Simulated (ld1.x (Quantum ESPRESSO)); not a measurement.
**V ultrasoft: all-electron and pseudo phase curves**

ld1.x (Quantum ESPRESSO) 7.5 input, shortened:

```
&input
   title='V', zed=23., rel=1, dft='PZ', iswitch=3,
   config='[Ar] 3d3 4s1.5 4p0.5'
 /
 &inputp
   pseudotype=3, tm=.true., lloc=-1, rcloc=1.45,
   nlcc=.true., new_core_ps=.true.
 /
6
4S  1  0   1.50   0.00  2.25  3.10  0.0
4S  1  0   0.00   0.50  2.25  3.10  0.0
4P  2  1   0.50   0.00  2.30  3.10  0.0
4P  2  1   0.00   0.35  2.30  3.10  0.0
3D  3  2   3.00   0.00  1.55  1.75  0.0
3D  3  2   0.00   0.35  1.55  1.75  0.0
 &test
   configts(1)='3d3 4s1.5 4p0.5'
 /
```

The phase is arctan(r·u′/u) with u = r·R(r), unwrapped; energies in Ry, scanned from -2 to 5 Ry. A pole is an energy at which the radial function vanishes at the test radius. The pseudo phase is shifted by a multiple of π to meet the all-electron one at the reference energy, and phase errors are pseudo minus all-electron; the curves can meet again beyond the range given. Levels narrower than the energy grid can be missing from the lists of poles.

| channel | radius (bohr) | reference energy (Ry) | poles, all-electron | poles, pseudo | unbroken range about the reference energy with phases within 0.05 rad | phase error 1 Ry above the reference energy (rad) |
| --- | --- | --- | --- | --- | --- | --- |
| s | 3.35 | -0.39 | 0.49 | 0.49, 4.90 | below 2.4 | +0.000 |
| p | 3.35 | -0.14 | 1.17 | 1.18, 2.68 | below 2.5 | +0.001 |
| d | 3.35 | -0.45 | -0.37, 2.38 | -0.37, 2.37 | below 4.0 | -0.000 |

Note: ghost state, extra bound levels that the all-electron valence spectrum of the same l lacks: s at -133.7 eV. A true bound ghost makes a file unfit for plane-wave use.

Phases in the s channel:

| E (Ry) | all-electron | pseudo |
| --- | --- | --- |
| -2.00 | 1.310 | 1.309 |
| -1.52 | 1.240 | 1.240 |
| -1.04 | 1.071 | 1.070 |
| -0.56 | 0.165 | 0.165 |
| -0.08 | -1.288 | -1.288 |
| 0.40 | -1.545 | -1.545 |
| 0.88 | -1.656 | -1.655 |
| 1.36 | -1.752 | -1.751 |
| 1.84 | -1.899 | -1.893 |
| 2.32 | -2.334 | -2.299 |
| 2.80 | -3.836 | -3.791 |
| 3.28 | -4.397 | -4.396 |
| 3.76 | -4.552 | -4.560 |
| 4.24 | -4.625 | -4.640 |
| 4.72 | -4.671 | -4.694 |
